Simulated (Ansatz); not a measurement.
`N[SiH2][GaH2]` + HI → `[GaH2][I]` + `N[SiH3]` at 700 K and 1 bar (cleavage of the Ga–Si bond).

Program: Ansatz. Geometries: PBE0-D4/def2-TZVP. ΔE: electronic, gas phase. CCSD(T)/CBS is the MP2 limit (def2-TZVPP, def2-QZVPP) plus CCSD(T) − MP2 in def2-TZVPP, frozen cores. This one scheme is used for every species. Elements past krypton have def2 core potentials. For Ga, I outer-core shells are correlated without core-valence functions, which leaves a few kJ/mol of doubt a bond. Scalar relativity is left out up to krypton. Each species was taken in one conformer, which may not be the lowest.

```
        species  CCSD(T)/CBS energy (Eh)  H − E (kJ/mol)  S (J/(mol·K))
`N[SiH2][GaH2]`              -2271.33200           219.3          446.0
             HI               -298.03592            34.6          231.7
    `[GaH2][I]`              -2222.61527            73.7          336.2
      `N[SiH3]`               -346.80422           180.7          336.3
```

H − E and S are ideal-gas, rigid-rotor, harmonic terms from PBE0-D4/def2-TZVP, for one conformer and one mirror image of each species. 1 Eh = 2625.50 kJ/mol, R = 8.31446 J/(mol·K).

Q: By hand: ΔE, ΔH, ΔS and ΔG.

A: ΔE = (-2222.61527) + (-346.80422) − (-2271.33200) − (-298.03592) = -0.05157 Eh = -135.4 kJ/mol. Δ(H − E) = 73.7 + 180.7 − 219.3 − 34.6 = 0.5, so ΔH = -134.9 kJ/mol. ΔS = 336.2 + 336.3 − 446.0 − 231.7 = -5.2 J/(mol·K). ΔG = -134.9 − 700 × (-5.2)/1000 = -131.3 kJ/mol.

Q: By hand: the equilibrium constant, and the temperature at which ΔG would vanish if ΔH and ΔS stayed fixed.

A: log₁₀ K = −ΔG/(RT ln 10) = 9.8. ΔG = 0 at ΔH/ΔS = 25942 K, far beyond where these terms or the molecules hold.

The number of gas molecules stays the same, so ΔS is small and ΔH decides. A doubt of 5 kJ/mol in ΔE shifts log₁₀ K by 0.4 here. Other conformers and mirror images would add mixing entropy, several J/(mol·K) or more a flexible species. These are equilibria of isolated gas molecules and say nothing of rates. Largest T1 diagnostic: 0.012 (customary marks: 0.02 for closed shells, 0.045 for open ones).
